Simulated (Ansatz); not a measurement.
`[OH][GeH3]` and `[OH][GeH2][I]` differ in one atom or group.

Ansatz, PBE0-D4/def2-TZVP geometries, multiplicity 1. Each molecule was computed in one conformer, which needn't be the lowest.

Elements past krypton have def2 core potentials. Scalar relativity is left out up to krypton. Spin–orbit coupling is left out; it splits and shifts lone-pair levels of the heavy atoms by tenths of an eV.

```
                                        property  `[OH][GeH3]`
           HOMO–LUMO gap (B3LYP/def2-TZVPP) / eV          7.99
              LUMO energy (PBE0/def2-TZVPP) / eV          0.11
size of the dipole moment (B3LYP/def2-TZVPP) / D          1.44
  size of the dipole moment (PBE/def2-TZVPP) / D          1.34
         HOMO–LUMO gap (ωB97M-V/def2-TZVPP) / eV         12.61
           HOMO energy (ωB97M-V/def2-TZVPP) / eV        -10.79
```

What does the change do to each property? (Estimate.)

The calculation gave: 
| property | `[OH][GeH2][I]` | shift |
| --- | --- | --- |
| HOMO–LUMO gap (B3LYP/def2-TZVPP) / eV | 6.23 | -1.76 |
| LUMO energy (PBE0/def2-TZVPP) / eV | -0.92 | -1.03 |
| size of the dipole moment (B3LYP/def2-TZVPP) / D | 1.28 | -0.16 |
| size of the dipole moment (PBE/def2-TZVPP) / D | 1.23 | -0.11 |
| HOMO–LUMO gap (ωB97M-V/def2-TZVPP) / eV | 10.74 | -1.87 |
| HOMO energy (ωB97M-V/def2-TZVPP) / eV | -9.81 | 0.98 |

With PBE0 the HOMO rises by 0.75 eV and the LUMO falls by 1.03 eV, so the gap narrows by about 1.78 eV. PBE moves the HOMO by 0.30 eV and ωB97M-V by 0.98 eV. Dipoles are sizes alone; their direction can turn.

B3LYP here is the variant with VWN-RPA as its local correlation; programs differ in this.
